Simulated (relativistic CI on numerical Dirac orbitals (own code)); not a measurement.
## Ligand-field terms of d8

Computed with a parametric ligand-field model of a d^n configuration (Racah B and C, spin-orbit zeta, crystal field), exact diagonalisation.

Field parameters in Wybourne normalisation: Oh B⁴₀ = 21Dq, B⁴₄ = √(5/14) B⁴₀. The field is a parameter set, without covalency.

**Question.** A d8 ion in Oh symmetry has the ground term 3A2 and bands at 1E 7360 cm⁻¹ (1359 nm), 3T2 13000 cm⁻¹ (769 nm), 1A1 13249 cm⁻¹ (755 nm), 3T1 17396 cm⁻¹ (575 nm), 1T2 20284 cm⁻¹ (493 nm), 3T1 27904 cm⁻¹ (358 nm). Which parameters reproduce them?

**Answer.** B = 420, C = 2040, ζ = 0 cm⁻¹, Oh, 10Dq = 13000 cm⁻¹.

**Question.** A d8 ion in Oh symmetry has the ground term 3A2 and bands at 1E 12708 cm⁻¹ (787 nm), 1A1 23632 cm⁻¹ (423 nm), 3T2 30050 cm⁻¹ (333 nm), 3T1 38868 cm⁻¹ (257 nm), 1T2 42631 cm⁻¹ (235 nm), 3T1 63582 cm⁻¹ (157 nm). Which parameters reproduce them?

**Answer.** B = 820, C = 3140, ζ = 0 cm⁻¹, Oh, 10Dq = 30050 cm⁻¹.

**Question.** A d8 ion in Oh symmetry has the ground term 3A2 and bands at 3T2 3250 cm⁻¹ (3077 nm), 3T1 5674 cm⁻¹ (1762 nm), 1E 12866 cm⁻¹ (777 nm), 3T1 15476 cm⁻¹ (646 nm), 1T2 15666 cm⁻¹ (638 nm), 1A1 19002 cm⁻¹ (526 nm). Which parameters reproduce them?

**Answer.** B = 760, C = 3820, ζ = 0 cm⁻¹, Oh, 10Dq = 3250 cm⁻¹.

**Question.** Ground term and bands for B = 400, C = 1710, ζ = 0 cm⁻¹, Oh, 10Dq = 5500 cm⁻¹?

**Answer.** Ground term 3A2 with 2.00 electrons in the two orbitals of the cubic e set. Spin-allowed: 3T2 5500 cm⁻¹ (1818 nm), 3T1 8669 cm⁻¹ (1154 nm), 3T1 13831 cm⁻¹ (723 nm). Lowest spin-forbidden: 1E 6454 cm⁻¹ (1549 nm), 1A1 10861 cm⁻¹ (921 nm), 1T2 11811 cm⁻¹ (847 nm). With an A2 ground term the first spin-allowed band lies at |10Dq| itself.

**Question.** A d8 ion in Oh symmetry has the ground term 3A2 and bands at 3T2 8500 cm⁻¹ (1176 nm), 3T1 14245 cm⁻¹ (702 nm), 1E 14756 cm⁻¹ (678 nm), 1T2 22771 cm⁻¹ (439 nm), 1A1 24157 cm⁻¹ (414 nm), 3T1 26255 cm⁻¹ (381 nm). Which parameters reproduce them?

**Answer.** B = 1000, C = 3700, ζ = 0 cm⁻¹, Oh, 10Dq = 8500 cm⁻¹.
